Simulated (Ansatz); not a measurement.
Consider the ligand exchange at the Si–O bond: `O[Si](O)(F)O[SiH3]` + `[NH2][AlH][SeH]` → `[SiH3][NH][AlH][SeH]` + `O[Si](O)(O)F`.

Isolated molecules relaxed with PBE0-D4/def2-TZVP in Ansatz; ΔE leaves out vibrations. CBS: MP2 limit from def2 TZ/QZ plus the TZ coupled-cluster correction, frozen cores. DFT in def2-TZVPP. B3LYP here is the variant with VWN-RPA as its local correlation; programs differ in this. For Se outer-core shells are correlated without core-valence functions, which leaves a few kJ/mol of doubt a bond. Scalar relativity is left out up to krypton. Each species was taken in one conformer, which may not be the lowest.

Task: Is it downhill or uphill in electronic energy at CCSD(T)/CBS, and by how much? (Estimate.)

Result: Computed: Uphill: ΔE = +0.51 eV.

Task: What do these levels give: PBE0-D4, B3LYP-D4, ωB97X-V, ωB97M-V, B2PLYP, r2SCAN, PBE0, HF/def2-TZVPP, SCS-MP2/def2-TZVPP, HF/def2-QZVPP, SCS-MP2/def2-QZVPP, MP2/CBS(def2)? (Best estimate.)

Result: Computed: PBE0-D4 0.47, B3LYP-D4 0.54, ωB97X-V 0.52, ωB97M-V 0.51, B2PLYP 0.55, r2SCAN 0.51, PBE0 0.48, HF/def2-TZVPP 0.68, SCS-MP2/def2-TZVPP 0.53, HF/def2-QZVPP 0.70, SCS-MP2/def2-QZVPP 0.54, MP2/CBS(def2) 0.50 eV.

Largest T1 diagnostic among the species: 0.011.

In def2-TZVPP, CCSD(T) changes the Hartree–Fock value by −0.18 eV (the triples alone add −0.03 eV) and MP2 by −0.19 eV.
